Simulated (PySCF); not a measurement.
HCl3Ge, triplet, at the geometry of the source list (a higher spin typed on purpose: for a closed-shell molecule this is an excited state); DF-X3LYP/6-31G** run with PySCF.

The PySCF input:
```python
from pyscf import gto, scf, dft

mol = gto.M(
    atom='''
Ge   -0.008000   -0.002800    0.124500
Cl   -0.166900    1.984900   -0.566000
Cl    1.850900   -0.798500   -0.477900
Cl   -1.559900   -1.153600   -0.723900
H    -0.116000   -0.030000    1.643300
''',
    basis='6-31g**',
    charge=0,
    spin=2,
    verbose=4,
)

mf = dft.UKS(mol)
mf.xc = 'x3lyp'
mf = mf.density_fit(auxbasis='def2-universal-jkfit')
mf.kernel()
```

Q: What does PySCF print? Leave out banner, timings and long lists.

A: 
```
PySCF version 2.14.0

[INPUT] verbose = 4
[INPUT] num. atoms = 5
[INPUT] num. electrons = 84
[INPUT] charge = 0
[INPUT] spin (= nelec alpha-beta = 2S) = 2
[INPUT] symmetry False subgroup None
[INPUT] Mole.unit = angstrom
[INPUT] Symbol           X                Y                Z      unit          X                Y                Z       unit  Magmom
[INPUT]  1 Ge    -0.008000000000  -0.002800000000   0.124500000000 AA   -0.015117808997  -0.005291233149   0.235270902508 Bohr   0.0
[INPUT]  2 Cl    -0.166900000000   1.984900000000  -0.566000000000 AA   -0.315395290190   3.750917384649  -1.069584986504 Bohr   0.0
[INPUT]  3 Cl     1.850900000000  -0.798500000000  -0.477900000000 AA    3.497694083957  -1.508946310465  -0.903100114930 Bohr   0.0
[INPUT]  4 Cl    -1.559900000000  -1.153600000000  -0.723900000000 AA   -2.947783781709  -2.179988057298  -1.367972741573 Bohr   0.0
[INPUT]  5 H     -0.116000000000  -0.030000000000   1.643300000000 AA   -0.219208230450  -0.056691783737   3.105386940498 Bohr   0.0

nuclear repulsion = 562.869453903523
number of shells = 39
number of NR pGTOs = 255
number of NR cGTOs = 91
basis = 6-31g**
ecp = {}

******** <class 'pyscf.df.df_jk.DFUKS'> ********
method = DFUKS
initial guess = minao
damping factor = 0
level_shift factor = 0
DIIS = <class 'pyscf.scf.diis.CDIIS'>
diis_start_cycle = 1
diis_space = 8
diis_damp = 0
SCF conv_tol = 1e-09
SCF conv_tol_grad = None
SCF max_cycles = 50
direct_scf = False
number electrons alpha = 43  beta = 41
XC library pyscf.dft.libxc version 7.1.2
    S. Lehtola, C. Steigemann, M. J. T. Oliveira, and M. A. L. Marques,  SoftwareX 7, 1–5 (2018)
XC functionals = x3lyp
    X. Xu and W. A. Goddard,  Proc. Natl. Acad. Sci. U. S. A. 101, 2673 (2004)
radial grids:
    Treutler-Ahlrichs [JCP 102, 346 (1995); DOI:10.1063/1.469408] (M4) radial grids

becke partition: Becke, JCP 88, 2547 (1988); DOI:10.1063/1.454033
pruning grids: <function nwchem_prune>
grids dens level: 3
symmetrized grids: False
atomic radii adjust function: <function treutler_atomic_radii_adjust>
small_rho_cutoff = 0
Set gradient conv threshold to 3.16228e-05
tot grids = 87088
******** <class 'pyscf.df.df.DF'> ********
auxbasis = def2-universal-jkfit
init E= -3457.58992755184

cycle= 1 E= -3457.50660911487  delta_E= 0.0833  |g|= 0.405  |ddm|=  2.9

cycle= 2 E= -3457.39217412688  delta_E= 0.114  |g|= 0.629  |ddm|= 1.86

cycle= 3 E= -3457.58829702146  delta_E= -0.196  |g|= 0.026  |ddm|= 1.17

cycle= 4 E= -3457.58842557139  delta_E= -0.000129  |g|= 0.0205  |ddm|= 0.0863

cycle= 5 E= -3457.58869168026  delta_E= -0.000266  |g|= 0.0067  |ddm|= 0.0598

cycle= 6 E= -3457.58870690861  delta_E= -1.52e-05  |g|= 0.00527  |ddm|= 0.0258

cycle= 7 E= -3457.5887300434  delta_E= -2.31e-05  |g|= 0.00115  |ddm|= 0.0135

cycle= 8 E= -3457.58873129328  delta_E= -1.25e-06  |g|= 0.000218  |ddm|= 0.00513

cycle= 9 E= -3457.58873144461  delta_E= -1.51e-07  |g|= 0.000147  |ddm|= 0.00233

cycle= 10 E= -3457.58873146756  delta_E= -2.29e-08  |g|= 0.000158  |ddm|= 0.00127

cycle= 11 E= -3457.58873148751  delta_E= -2e-08  |g|= 7.13e-05  |ddm|= 0.00062

cycle= 12 E= -3457.58873149308  delta_E= -5.57e-09  |g|= 2.65e-05  |ddm|= 0.000264

cycle= 13 E= -3457.58873149373  delta_E= -6.5e-10  |g|= 5.71e-06  |ddm|= 0.000195

Extra cycle  E= -3457.58873149367  delta_E= 5.91e-11  |g|= 1.08e-05  |ddm|= 4.95e-05
converged SCF energy = -3457.58873149367  <S^2> = 2.0073279  2S+1 = 3.0048813
```
